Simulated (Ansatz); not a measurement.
Al₇ (the lowest doublet isomer of a short search). Total charge 0; doublet. Geometry r2SCAN-D4/def2-SVP, basis def2-TZVP, Ansatz.

```xyz
7

Al    0.8640   -1.3609    1.3716
Al   -1.4986   -0.5813    0.7153
Al    2.0169    0.6431   -0.0152
Al    0.5982   -1.1606   -1.1797
Al   -0.2665    1.5583   -0.7706
Al   -1.7735   -0.2820   -1.8759
Al    0.0596    1.1834    1.7545
```

| run | HOMO (eV) | LUMO (eV) |
| --- | --- | --- |
| A | -5.07 | -2.96 |
| B | -4.36 | -3.55 |
| C | -6.66 | -1.37 |
| D | -4.63 | -3.50 |
| E | -4.77 | -3.07 |

B3LYP takes the VWN-RPA correlation. The structure comes from a short search, and lower isomers may exist.

HOMO and LUMO are taken over both spins.

Question: The runs used B3LYP, PBE, PBE0, r2SCAN, ωB97X-V. Estimate which is which.

Answer: A PBE0 (25 % exact exchange); B PBE (0 % exact exchange); C ωB97X-V (range-separated); D r2SCAN (0 % exact exchange); E B3LYP (20 % exact exchange). Exact exchange lowers occupied and raises empty levels; among semilocal functionals meta-GGAs tend to open the gap a little, and such runs are hard to tell apart. The gap grows from 0.81 eV (PBE) to 5.30 eV (ωB97X-V).
